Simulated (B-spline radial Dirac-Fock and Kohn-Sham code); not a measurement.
# Tm: input and output of one calculation

ΔSCF core binding energies without Breit or QED terms, calculated with an atomic code on a B-spline grid. Keys: rel is the Hamiltonian (dirac, or spin-free x2c and nr, where L3 and M5 stand for the whole 2p and 3d shells), method is hf or an exchange,correlation pair (spin-unpolarised, also for the hole states), nuc the nuclear model, radius_factor scales its radius, rmax is the box in bohr, h the logarithmic mesh step, order the B-spline order, points the quadrature points per cell, c_factor scales the speed of light, and damp, ndamp, maxit and tol steer the iteration. The run stops when the commutator error falls below 10·tol·max(1, Z/10), or the numerical noise floor, and the energy has settled to about 1e-8 Ha; the virial ratio is −V/T.

Input (task.json):

```json
{"items": [{"Z": 69, "q": 0, "cfg": [[1, 0, 2], [2, 0, 2], [2, 1, 6], [3, 0, 2], [3, 1, 6], [3, 2, 10], [4, 0, 2], [4, 1, 6], [4, 2, 10], [4, 3, 13], [5, 0, 2], [5, 1, 6], [6, 0, 2]], "A": 169, "rrms": 5.2256, "do": "settings", "holes": ["K", "L3", "M5"],
  "settings": [{"rel": "dirac", "method": "hf", "nuc": "fermi", "radius_factor": 1.0, "rmax": 25.0, "h": 0.3, "order": 8, "points": 10, "c_factor": 1.0, "maxit": 60, "damp": 0.5, "ndamp": 3, "tol": 1e-08}]}]}
```

Command: `python xray2_run.py task.json out`

Ground-state iterations:

```
iter   energy (Ha)        error
   1   -13573.37126128  2.17e+00
   2   -13540.88536546  7.92e-01
   3   -13563.72761218  7.97e-01
   4   -13573.93420065  1.48e-01
   5   -13574.08133983  1.33e-01
   6   -13574.25422913  4.04e-02
   7   -13574.29011633  9.31e-03
   8   -13574.29158988  2.63e-03
   9   -13574.29175216  1.93e-04
  10   -13574.29175618  4.20e-05
  11   -13574.29175632  6.14e-06
  12   -13574.29175632  6.68e-07
```

The ground state converged in 12 iterations, with total energy -13574.29176 Ha, virial ratio 1.90347 and highest orbital energy -5.29 eV. ΔSCF binding energies: K (1s) 59662.9 eV, L3 (2p3/2) 8669.2 eV, M5 (3d5/2) 1469.8 eV.
